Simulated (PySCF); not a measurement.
Orbital picture of WH

PBE0 at R = 1.713 Å; basis H def2-TZVPP, W def2-TZVPP with ECP60; scalar-relativistic core potentials; PySCF 2.14. State: ⁴Δ (quartet), unpaired electrons π ↑↑, δ ↑, a second solution, started from another occupation. Only the outer orbitals are listed, counted within each symmetry, core potentials removing the inner ones.

```tsv
spin	orbital	occ.	ε (eV)	on H (%)	main shells (%)
α	1π	1	-45.74	0	100 W p
α	1π	1	-45.74	0	100 W p
α	2σ	1	-45.41	0	100 W p
α	3σ	1	-9.36	47	47 H s, 25 W s, 25 W d
α	1δ	1	-6.84	0	100 W d
α	2π	1	-6.65	1	99 W d
α	2π	1	-6.65	1	99 W d
α	4σ	1	-6.30	1	60 W s, 38 W d
α	1δ	0	-3.39	0	100 W d
α	5σ	0	-1.95	15	56 W p, 24 W d, 14 H s
α	3π	0	-0.74	0	100 W p
β	1π	1	-43.37	0	100 W p
β	1π	1	-43.37	0	100 W p
β	2σ	1	-42.93	1	99 W p
β	3σ	1	-8.96	61	61 H s, 20 W d, 16 W s
β	4σ	1	-5.18	0	65 W s, 33 W d
β	1δ	0	-2.36	0	100 W d
β	1δ	0	-1.69	0	100 W d
β	2π	0	-1.46	1	98 W d
```

Problem. Which are the highest filled and the lowest empty level, where do they sit, and how wide is the gap?

Solution. Highest filled β 4σ at -5.18 eV (in %: 65 W s, 33 W d); lowest empty α 1δ at -3.39 eV (in %: 100 W d); the gap at PBE0 is 1.79 eV.

```
bond order (Mayer)                             : 1.01
⟨S²⟩                                           : 3.770
charge on H (Mulliken, basis-dependent)        : -0.12
charge on H (Löwdin, basis-dependent)          : -0.19
dipole moment (positive dipole means H(−)W(+)) : 1.46 D
```

Spin–orbit coupling is left out.
